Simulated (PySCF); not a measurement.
An equivalent PySCF input for Mn²⁺ (manganese, charge +2), [Ar] 3d5, high-spin 6S determinant, with the non-relativistic Hamiltonian (point nucleus):

```python
from pyscf import gto, scf, dft, mp, cc
import basis_set_exchange as bse
mol = gto.M(atom="Mn 0 0 0", charge=2, spin=5, symmetry="D2h",
            basis=gto.basis.parse(bse.get_basis("def2-SVP", elements=["Mn"], fmt="nwchem", header=False)))
mf = dft.UKS(mol, xc="PBE0")
mf.irrep_nelec = {'Ag': (5, 3), 'B1g': (1, 0), 'B2g': (1, 0), 'B3g': (1, 0), 'B1u': (2, 2), 'B2u': (2, 2), 'B3u': (2, 2)}
mf.kernel()
```

It reaches the same state as the run whose output follows, with an energy that differs only through the grid. The run itself started from symmetry-adapted Hartree-Fock orbitals and held the occupation by maximum overlap, on a logarithmic radial grid, so the iterations belong to that start.

```
SCF conv_tol = 1e-09
number electrons alpha = 14  beta = 9
XC functionals = PBE0
    C. Adamo and V. Barone.,  J. Chem. Phys. 110, 6158 (1999)
    M. Ernzerhof and G. E. Scuseria.,  J. Chem. Phys. 110, 5029 (1999)
cycle= 1 E= -1149.77619112921  delta_E= -0.000717  |g|= 0.0258  |ddm|= 0.0519
cycle= 2 E= -1149.77636396564  delta_E= -0.000173  |g|= 0.0153  |ddm|= 0.0297
cycle= 3 E= -1149.77646208907  delta_E= -9.81e-05  |g|= 8.89e-05  |ddm|= 0.0112
cycle= 4 E= -1149.77646209199  delta_E= -2.93e-09  |g|= 6.56e-07  |ddm|= 6.42e-05
cycle= 5 E= -1149.77646209199  delta_E=    0  |g|= 3.44e-08  |ddm|= 4.23e-07
converged SCF energy = -1149.77646209199  <S^2> = 8.7501497  2S+1 = 6.0000499
```
